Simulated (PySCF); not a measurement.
C4H5 (SMILES [CH2-]C#CC), charge -1, singlet, at a GFN2-xTB geometry; WB97X/6-311G** (PySCF).

The PySCF input:
```python
from pyscf import gto, scf, dft

mol = gto.M(
    atom='''
C    -0.02689703    0.01898413    2.00101260
C    -0.00904766   -0.04049079    0.66114669
C     0.00789498   -0.42450959   -0.53346907
C     0.02444904    0.23607485   -1.86598431
H    -0.95631018    0.02398960    2.57125672
H     0.88696065    0.03044252    2.59575182
H    -0.01375398    1.34661131   -1.85047335
H     0.93433358   -0.04072948   -2.41968026
H    -0.82962597   -0.10066542   -2.47309051
''',
    basis='6-311g**',
    charge=-1,
    verbose=4,
)

mf = dft.RKS(mol)
mf.xc = 'wb97x'
mf.kernel()
```

Output, abridged:

```
PySCF version 2.14.0

[INPUT] verbose = 4
[INPUT] num. atoms = 9
[INPUT] num. electrons = 30
[INPUT] charge = -1
[INPUT] spin (= nelec alpha-beta = 2S) = 0
[INPUT] symmetry False subgroup None
[INPUT] Mole.unit = angstrom
[INPUT] Symbol           X                Y                Z      unit          X                Y                Z       unit  Magmom
[INPUT]  1 C     -0.026897030000   0.018984130000   2.001012600000 AA   -0.050828020264   0.035874806413   3.781365785804 Bohr   0.0
[INPUT]  2 C     -0.009047660000  -0.040490790000   0.661146690000 AA   -0.017097599468  -0.076516503667   1.249386172263 Bohr   0.0
[INPUT]  3 C      0.007894980000  -0.424509590000  -0.533469070000 AA    0.014919349959  -0.802206862351  -1.008110438226 Bohr   0.0
[INPUT]  4 C      0.024449040000   0.236074850000  -1.865984310000 AA    0.046201989609   0.446116811398  -3.526199298636 Bohr   0.0
[INPUT]  5 H     -0.956310180000   0.023989600000   2.571256720000 AA   -1.807164330334   0.045333773838   4.858970996747 Bohr   0.0
[INPUT]  6 H      0.886960650000   0.030442520000   2.595751820000 AA    1.676112711766   0.057528025342   4.905260027141 Bohr   0.0
[INPUT]  7 H     -0.013753980000   1.346611310000  -1.850473350000 AA   -0.025991255323   2.544726572142  -3.496887832306 Bohr   0.0
[INPUT]  8 H      0.934333580000  -0.040729480000  -2.419680260000 AA    1.765634575184  -0.076967562396  -4.572533000416 Bohr   0.0
[INPUT]  9 H     -0.829625970000  -0.100665420000  -2.473090510000 AA   -1.567765869127  -0.190230074014  -4.673463745161 Bohr   0.0

nuclear repulsion = 94.2415964740286
number of shells = 52
number of NR pGTOs = 164
number of NR cGTOs = 102
basis = 6-311g**
ecp = {}

******** <class 'pyscf.dft.rks.RKS'> ********
method = RKS
initial guess = minao
damping factor = 0
level_shift factor = 0
DIIS = <class 'pyscf.scf.diis.CDIIS'>
diis_start_cycle = 1
diis_space = 8
diis_damp = 0
SCF conv_tol = 1e-09
SCF conv_tol_grad = None
SCF max_cycles = 50
direct_scf = True
direct_scf_tol = 1e-13
XC library pyscf.dft.libxc version 7.1.2
    S. Lehtola, C. Steigemann, M. J. T. Oliveira, and M. A. L. Marques,  SoftwareX 7, 1–5 (2018)
XC functionals = wb97x
    J.-D. Chai and M. Head-Gordon,  J. Chem. Phys. 128, 084106 (2008)
radial grids:
    Treutler-Ahlrichs [JCP 102, 346 (1995); DOI:10.1063/1.469408] (M4) radial grids

becke partition: Becke, JCP 88, 2547 (1988); DOI:10.1063/1.454033
pruning grids: <function nwchem_prune>
grids dens level: 3
symmetrized grids: False
atomic radii adjust function: <function treutler_atomic_radii_adjust>
small_rho_cutoff = 0
Set gradient conv threshold to 3.16228e-05
Initial guess from minao.
tot grids = 105512
init E= -155.745370786944
  HOMO = -0.184700367618653  LUMO = 0.0243977947584456  gap/eV = 5.68985
cycle= 1 E= -155.255036341005  delta_E= 0.49  |g|= 0.422  |ddm|= 2.42
  HOMO = 0.0586045126737389  LUMO = 0.296344516510597  gap/eV = 6.46924
cycle= 2 E= -155.297109519159  delta_E= -0.0421  |g|= 0.282  |ddm|= 1.29
  HOMO = -0.0201675172768567  LUMO = 0.288184797362891  gap/eV = 8.39069
cycle= 3 E= -155.318158674761  delta_E= -0.021  |g|= 0.0259  |ddm|= 0.47
  HOMO = -0.0260367634379755  LUMO = 0.287421511822682  gap/eV = 8.52963
cycle= 4 E= -155.318417801332  delta_E= -0.000259  |g|= 0.0161  |ddm|= 0.0842
  HOMO = -0.0259550351842286  LUMO = 0.287177985754855  gap/eV = 8.52078
cycle= 5 E= -155.318490876914  delta_E= -7.31e-05  |g|= 0.00434  |ddm|= 0.0226
  HOMO = -0.0260450470493332  LUMO = 0.287102903192526  gap/eV = 8.52119
cycle= 6 E= -155.318500266922  delta_E= -9.39e-06  |g|= 0.00211  |ddm|= 0.0143
  HOMO = -0.0261176359287099  LUMO = 0.286997361443213  gap/eV = 8.52029
cycle= 7 E= -155.318502328198  delta_E= -2.06e-06  |g|= 0.000874  |ddm|= 0.00501
  HOMO = -0.0261602485650805  LUMO = 0.286995063872201  gap/eV = 8.52139
cycle= 8 E= -155.318503172617  delta_E= -8.44e-07  |g|= 0.000262  |ddm|= 0.00468
  HOMO = -0.0261793182644361  LUMO = 0.287012341968246  gap/eV = 8.52238
cycle= 9 E= -155.318503242177  delta_E= -6.96e-08  |g|= 9.84e-05  |ddm|= 0.00112
  HOMO = -0.0261820408484184  LUMO = 0.287008599922263  gap/eV = 8.52235
cycle= 10 E= -155.318503252563  delta_E= -1.04e-08  |g|= 3.29e-05  |ddm|= 0.000462
  HOMO = -0.0261831581206593  LUMO = 0.287010776683886  gap/eV = 8.52244
cycle= 11 E= -155.318503253456  delta_E= -8.92e-10  |g|= 6.23e-06  |ddm|= 0.000175
  HOMO = -0.0261832555085668  LUMO = 0.287010576275055  gap/eV = 8.52244
Extra cycle  E= -155.31850325349  delta_E= -3.43e-11  |g|= 2.61e-06  |ddm|= 3.17e-05
converged SCF energy = -155.31850325349
```
